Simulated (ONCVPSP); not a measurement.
**Before and after: ONCV potential for boron**

| Property | Result |
| --- | --- |
| Element | B |
| Generator | ONCVPSP 4.0.1 |
| Type | optimised norm-conserving Vanderbilt (ONCV) |
| Functional | LDA (Perdew-Zunger) |
| Relativity | scalar-relativistic |
| Frozen core | [He] |
| Valence charge | 3 |
| Reference configuration | 2s2 2p0.5 (charge +0.5) |
| Partial waves | 2s: rc 1.35 bohr, ncon 5, nbas 8, qcut 5.3 1/bohr, local; 2p: rc 2.50 bohr, ncon 4, nbas 9, qcut 6.1 1/bohr, 2 projectors, debl 3 Ha |
| Local potential | the s channel |
| Core correction | Teter function, fcfact 5.75, rcfact 1.35 |

Change: s: qcut 3.9; p: qcut 4.5.

Cutoffs: the cutoffs (Ha) at which the residual kinetic energy of the hardest occupied pseudo-wave falls to 1 and 0.1 mHa per electron; they do not see the model core or the augmentation charge, which bear on the density cutoff. Errors are all-electron minus pseudo energies relative to the spin-unpolarised reference configuration.

Question: How do hardness, ghosts and transferability respond?

Answer: The potential gets harder (12 Ha and 25 Ha → 25 Ha and 70 Ha); of the 4 tests that both files solve, the error grows in 4 and shrinks in 0 by more than 15 % and 0.3 meV (median size 11.2 → 23.8 meV); neither file shows a bound ghost.

| quantity | base | changed |
| --- | --- | --- |
| cutoff, loose | 12 Ha | 25 Ha |
| cutoff, tight | 25 Ha | 70 Ha |
| loose cutoff by channel | s 12 Ha, p 10 Ha | s 25 Ha, p 7.6 Ha |
| bound ghosts | none | none |
| GHOST(+) flags under 300 eV | none | none |
| error for 2s2 2p1, meV [ΔE -2.94 eV] | +4.6 | +8.3 |
| error for 2s2 2p0, meV [ΔE 5.38 eV] | +12 | +22 |
| error for 2s1 2p0, meV [ΔE 30.69 eV] | +72 | +110 |
| error for 2s1 2p1, meV [ΔE 11.34 eV] | -10 | -26 |
| s: phases at 1.37 bohr within 0.05 rad from the reference energy up to (Ha; the scan ends near 5) | 3.6 | 3.1 |
| p: phases at 2.53 bohr within 0.05 rad from the reference energy up to (Ha; the scan ends near 5) | 0.8 | 0.5 |
| rms error of d²Exc/dni dnj with the model core, mHa | 1.46 | 1.63 |
